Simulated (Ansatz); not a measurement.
Isolated molecules relaxed with PBE0-D4/def2-TZVP in Ansatz; ΔE leaves out vibrations. CCSD(T)/CBS adds triple-zeta CCSD(T) − MP2 to the extrapolated MP2 energy (def2 sets, frozen cores). Functionals use def2-TZVPP. B3LYP here is the variant with VWN-RPA as its local correlation; programs differ in this. Each species was taken in one conformer, which may not be the lowest.

`NB[SiH2]N` + `ClB1[SiH2]S1` → `NB[SiH2]Cl` + `NB1[SiH2]S1`  (redistribution)

`NB[SiH2]N`:

```xyz
11

N     1.133   -1.779   -0.346
B     0.875   -0.622    0.376
Si   -0.261    0.847   -0.423
N    -1.621    1.379    0.517
H     1.696   -2.539    0.001
H     0.781   -1.938   -1.276
H     1.346   -0.550    1.479
H     0.566    2.068   -0.654
H    -0.777    0.392   -1.755
H    -2.291    0.694    0.832
H    -1.448    2.050    1.249
```

`ClB1[SiH2]S1`:

Z-matrix (Å, degrees):
```
Si
B 1 1.928
S 1 2.181 2 50.5
H 1 1.482 2 123.9 3 -94.8
H 1 1.482 2 123.9 3 94.8
Cl 2 1.722 1 153.3 3 -180.0
```

`NB[SiH2]Cl`:

```xyz
9

N    -0.168   -1.354   -0.948
B     0.590   -0.292   -0.489
Si   -0.132    0.925    0.945
Cl   -0.227    2.858    0.203
H     0.148   -1.984   -1.668
H    -1.092   -1.571   -0.610
H     1.673   -0.118   -0.969
H     0.721    0.972    2.162
H    -1.514    0.564    1.374
```

`NB1[SiH2]S1`:

Cartesian coordinates in Å:
```
N -0.096 0.453 -1.670
B 0.093 0.283 -0.312
Si -0.086 -0.663 1.361
S 0.896 1.231 0.998
H 0.245 1.253 -2.177
H -0.588 -0.216 -2.235
H -1.280 -0.585 2.237
H 0.816 -1.756 1.799
```

```csv
level,ΔE (kcal/mol)
B3LYP-D4,-22.9
HF/CBS(def2),-24.4
```

Task: What does CCSD(T)/CBS give? (An estimate is asked.)

Result: The calculation gave: -21.9 kcal/mol. The listed levels differ from it by -1.0, -2.5 kcal/mol.

Task: What do rigid-rotor, harmonic-oscillator terms from PBE0-D4/def2-TZVP frequencies (298.15 K, 1 bar) make of the CCSD(T)/CBS value? (Best estimate.)

Result: Ansatz gave: ΔZPE = +1.4 kcal/mol, ΔH = -20.9 kcal/mol, ΔS = -14 J/(mol·K), ΔG = -19.9 kcal/mol.

Largest T1 diagnostic among the species: 0.015.

From PBE to PBE0 (25 % exact exchange), in def2-TZVPP and without D4, ΔE moves by −0.8 kcal/mol. Leaving LDA and LC-ωPBE aside and taking each functional with its dispersion term where it has one, the values, not all of them listed here, spread over 1.7 kcal/mol, from BHLYP-D4 to revPBE-D4.
